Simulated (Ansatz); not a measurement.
`[CH3][Al]([SH])[Br]` → `[SH][Al][Br]`• + `[CH3]`•  (homolysis of the Al–C bond)

Program: Ansatz. Geometries: PBE0-D4/def2-TZVP. ΔE: electronic, gas phase. CCSD(T)/CBS is the MP2 limit (def2-TZVPP, def2-QZVPP) plus CCSD(T) − MP2 in def2-TZVPP, frozen cores. This one scheme is used for every species. Functionals use def2-TZVPP. B3LYP here is the variant with VWN-RPA as its local correlation; programs differ in this. HSE06 is defined as in plane-wave codes. Open shells (•) are unrestricted, without spin–orbit coupling. For Br outer-core shells are correlated without core-valence functions, which leaves a few kJ/mol of doubt a bond. Scalar relativity is left out up to krypton. Each species was taken in one conformer, which may not be the lowest.

| level | ΔE (kJ/mol) | difference from CCSD(T)/CBS |
| --- | --- | --- |
| LDA (SPW92) | 394.7 | 35.3 |
| revPBE-D4 | 328.2 | -31.2 |
| BLYP-D4 | 329.6 | -29.8 |
| r2SCAN-D4 | 328.2 | -31.2 |
| B97M-V | 353.8 | -5.6 |
| PBE0-D4 | 341.6 | -17.8 |
| B3LYP-D4 | 336.7 | -22.7 |
| r2SCANh-D4 | 327.9 | -31.5 |
| r2SCAN0-D4 | 327.6 | -31.8 |
| HSE06-D4 | 341.7 | -17.7 |
| BHLYP-D4 | 334.7 | -24.7 |
| CAM-B3LYP-D4 | 345.7 | -13.7 |
| ωB97X-V | 363.5 | 4.1 |
| ωB97M-V | 364.6 | 5.2 |
| B2PLYP | 340.7 | -18.7 |
| PBE-QIDH | 349.7 | -9.7 |
| PBE | 335.6 | -23.8 |
| revPBE | 315.5 | -43.9 |
| r2SCAN | 326.4 | -33.0 |
| PBE0 | 336.5 | -22.9 |
| B3LYP | 328.0 | -31.4 |
| r2SCANh | 326.1 | -33.3 |
| r2SCAN0 | 325.5 | -33.9 |
| HSE06 | 336.9 | -22.5 |
| BHLYP | 327.9 | -31.5 |
| CAM-B3LYP | 340.4 | -19.0 |
| LC-ωPBE | 343.1 | -16.3 |
| RPA@PBE/def2-TZVPP | 333.7 | -25.7 |
| MP2/def2-SVP | 350.3 | -9.1 |
| CCSD/def2-SVP | 335.1 | -24.3 |
| CCSD(T)/def2-SVP | 339.9 | -19.5 |
| HF/def2-TZVPP | 243.5 | -115.9 |
| MP2/def2-TZVPP | 360.5 | 1.1 |
| SCS-MP2/def2-TZVPP | 357.4 | -2.0 |
| CCSD(T)/def2-TZVPP | 349.8 | -9.6 |
| MP2/def2-QZVPP | 366.0 | 6.6 |
| SCS-MP2/def2-QZVPP | 364.0 | 4.6 |
| HF/CBS(def2) | 243.3 | -116.1 |
| MP2/CBS(def2) | 370.2 | 10.8 |
| CCSD/CBS(def2) | 351.9 | -7.5 |
| CCSD(T)/CBS | 359.4 | 0 |

(1) What do rigid-rotor, harmonic-oscillator terms from PBE0-D4/def2-TZVP frequencies (298.15 K, 1 bar) make of the CCSD(T)/CBS value? (An estimate is asked.)

Largest T1 diagnostic among the species: 0.012.

Answers

(1) Ansatz gave: ΔZPE = -16.3 kJ/mol, ΔH = +347.0 kJ/mol, ΔS = 141 J/(mol·K), ΔG = +304.9 kJ/mol. Open shells count their whole term as degenerate. Modes under 50 cm⁻¹ make the entropy rough.

In def2-TZVPP, CCSD(T) changes the Hartree–Fock value by +106.3 kJ/mol (the triples alone add +7.5 kJ/mol) and MP2 by +117.0 kJ/mol; breaking electron pairs costs correlation energy, which Hartree–Fock lacks. At CCSD(T), def2-SVP lies −19.5 kJ/mol from the extrapolated value and def2-TZVPP −9.6 kJ/mol: correlation converges slowly with the basis, and small sets miss more of it in the bonded molecule than in its fragments. The D4 term adds +8.7 kJ/mol with B3LYP and +5.0 kJ/mol with PBE0; it sums over pairs of atoms, weighted by their polarisabilities, and B3LYP, whose exchange is more repulsive, gets the larger term.
